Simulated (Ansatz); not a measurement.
Coupled-cluster diagnostics for InH2(OiPr) (C₃H₉InO), Ansatz.

Geometry of the singlet (r2SCAN-D4/def2-SVP):

```csv
atom,x (Å),y (Å),z (Å)
C1,-0.0612,0.6537,0.5384
C2,1.1439,-0.1406,1.0363
C3,-1.3638,-0.1226,0.7163
In4,0.2986,-0.1150,-2.4103
O5,0.1136,1.0737,-0.7939
H6,0.2290,-1.8206,-2.2024
H7,0.5025,0.9003,-3.7733
H8,-0.1324,1.5794,1.1483
H9,1.2344,-1.0908,0.4795
H10,1.0599,-0.3864,2.1077
H11,2.0681,0.4390,0.8857
H12,-2.2122,0.4690,0.3383
H13,-1.3249,-1.0736,0.1550
H14,-1.5554,-0.3656,1.7744
```

In the def2 sets In takes a core potential; there is no spin–orbit coupling. Correlated methods freeze 8 core orbitals; core or outer-core shells of In are correlated, in sets that lack core-valence functions. Another isomer (singlet) lies 0.19 eV lower at PBE0-D4/def2-TZVP; other spin states weren't run for this one.

(1) Estimate the CCSD(T) correlation energy, the shares of MP2 and (T), T1 and the reference's ⟨S²⟩ for: charge 0, singlet, own geometry in def2-SVP; and the rough time on 4 threads of Arm Neoverse V2 on a shared host.

## Answers

(1) 
| state | basis | correlation (eV) | MP2 share (%) | (T) share (%) | T1 | ⟨S²⟩ (pure) | wall time |
| --- | --- | --- | --- | --- | --- | --- | --- |
| charge 0, singlet, own geometry | def2-SVP | -21.750 | 89.6 | 2.9 | 0.014 | 0.00 (0.00) | 17 s |
Customary marks for T1 are 0.02 (closed shells), 0.045 (open shells) and about 0.05 (3d metals). T1 stays under 0.02 throughout.
